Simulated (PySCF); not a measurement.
**Two-component Hartree-Fock for Tm(60+) (thulium, charge +60)**

Start: [He] 2s2 2p5; 2p1/2 filled at m_j = -1/2, +1/2; 2p3/2 filled at m_j = -1/2, +1/2, +3/2. Calculated with PySCF 2.14 in an even-tempered Gaussian basis (17 s from 42 bohr⁻², ratio 2.4; 13 p from 55 bohr⁻², ratio 2.4; 5 d from 190 bohr⁻², ratio 2.6; 4 f from 290 bohr⁻², ratio 2.6): generalised Hartree-Fock with the X2C-1e Hamiltonian and a Gaussian nucleus; one run each with spin-orbit coupling (SO) switched off, then screened by Boettger's factors.

```csv
spinor shell,electrons,"ε, spin-free (eV)","ε, screened SO (eV)",weight of nominal j (screened SO),"rms radius, screened SO (bohr)"
1s1/2,2,-65067.5,-65045.7,1.000,0.0227
2s1/2,2,-15094.5,-15088.4,1.000,0.0896
2p1/2,2,-13982.1,-14705.9,1.000,0.0761
2p3/2,3,-13982.1,-13677.2,1.000,0.0825
```

```
   quantity    spin-free  screened SO
E (hartree)  -8971.56326  -8992.12083
        M_J          3/2          3/2
       ⟨J²⟩        3.750        3.750
       ⟨L²⟩        2.000        2.018
       ⟨S²⟩        0.750        0.768
```

Each row is a mean over spinors that exchange with the open shell spreads, by up to 59.272 eV (2s1/2).

Breit and QED terms are absent; they matter most for the inner s and p1/2 levels.

Densities and radii are taken from the X2C orbitals without a picture-change correction, which distorts them close to the nucleus.

Without spin-orbit coupling the j labels of p, d and f shells carry no meaning; the spin-free column gives the mean over the occupied spinors of each nl shell.
